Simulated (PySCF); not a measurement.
# One molecule, several mistakes: BCGeH7Si

Calculated results; nothing here was measured. They come from PySCF 2.14.0, an open-source quantum chemistry program, on an isolated molecule that a program drew, which may never have been made. The molecule is BCGeH7Si (charge 0, singlet), drawn as the SMILES string `[SiH3]C[BH][GeH]`.

Each row is a Hartree-Fock (HF) and frozen-core CCSD(T) single point in the cc-pV(D+d)Z basis, meant for a local HF minimum. Run 1 is clean. Each other run has one planted mistake out of seven kinds, and not every kind appears here: one electron removed, one electron added, multiplicity raised by two, geometry at a saddle point, minimal basis STO-3G, one bond length entered in bohr, all coordinates scaled. The reference is restricted for singlets and unrestricted otherwise, and also for a bond in bohr. Adding or removing an electron swaps singlet and doublet. Electrons count all cores. HOMO and LUMO are orbital energies over both spins, the gradient is its largest component, and the lowest frequency (negative if imaginary) is given only where the gradient is small. Bond lengths are over the 10 bonds as drawn. T1 is the CCSD diagnostic: over 0.02 (restricted) or 0.045 (unrestricted) a single reference is doubtful. Germanium has the cc-pVDZ-PP basis, with a core potential (ECP10MDF) in place of its 10 inner electrons, and its 3s, 3p and 3d shells are frozen in CCSD(T).

Geometry of the clean run:
```xyz
11
BCGeH7Si, angstrom
Si   -0.9743   -0.5687   -0.2405
C    -0.2935   -1.9287    0.8935
B     0.5253   -1.3402    2.0976
Ge    2.6174   -1.1840    2.2288
H    -1.8686    0.3422    0.5112
H    -1.7419   -1.1908   -1.3442
H     0.1286    0.2299   -0.8272
H    -1.1829   -2.4624    1.2502
H     0.2767   -2.6061    0.2489
H    -0.0967   -0.8689    3.0216
H     2.6835   -2.5548    3.0270
```

| run | electrons | basis functions | <S^2> | HOMO (eV) | LUMO (eV) | gradient (hartree/bohr) | lowest frequency (cm^-1) | mean bond (Å) | longest bond (Å) | T1 | HF (hartree) | CCSD(T) (hartree) | mistake |
|---|---|---|---|---|---|---|---|---|---|---|---|---|---|
| 1 | 64 | 109 | 0.000 | -8.38 | 0.51 | 4.4e-05 | 49 | 1.5004 | 2.102 | 0.0143 | -648.89457 | -649.38293 | no fault |
| 2 | 65 | 109 | 0.763 | -0.95 | 6.91 | 1.5e-02 | - | 1.5004 | 2.102 | 0.0196 | -648.90180 | -649.40311 | one electron added |
| 3 | 63 | 109 | 0.777 | -16.10 | -6.42 | 5.5e-02 | - | 1.5004 | 2.102 | 0.0187 | -648.62337 | -649.08483 | one electron removed |
| 4 | 64 | 109 | 0.000 | -8.48 | 0.29 | 4.2e-02 | - | 1.6310 | 2.285 | 0.0148 | -648.83959 | -649.33841 | ? |
| 5 | 64 | 109 | 2.022 | -7.54 | 0.07 | 2.0e-02 | - | 1.5004 | 2.102 | 0.0165 | -648.86789 | -649.33905 | ? |

**Which mistake was planted in run 4, and what did it cost?**

The mean and the longest bond both change by the same factor, 1.087, and the gradient is no longer small. So the mistake is: all coordinates scaled. Subtracting run 1 and multiplying by 627.51 kcal/mol a hartree, the energy moved by 34.5 kcal/mol in HF and 27.9 kcal/mol in CCSD(T).

**Which mistake was planted in run 5, and what did it cost?**

Electrons, basis and geometry are unchanged, and <S^2> is 2.022, beside S(S+1) = 2.00 for a multiplicity of 3. So the mistake is: multiplicity raised by two. Subtracting run 1 and multiplying by 627.51 kcal/mol a hartree, the energy moved by 16.7 kcal/mol in HF and 27.5 kcal/mol in CCSD(T).

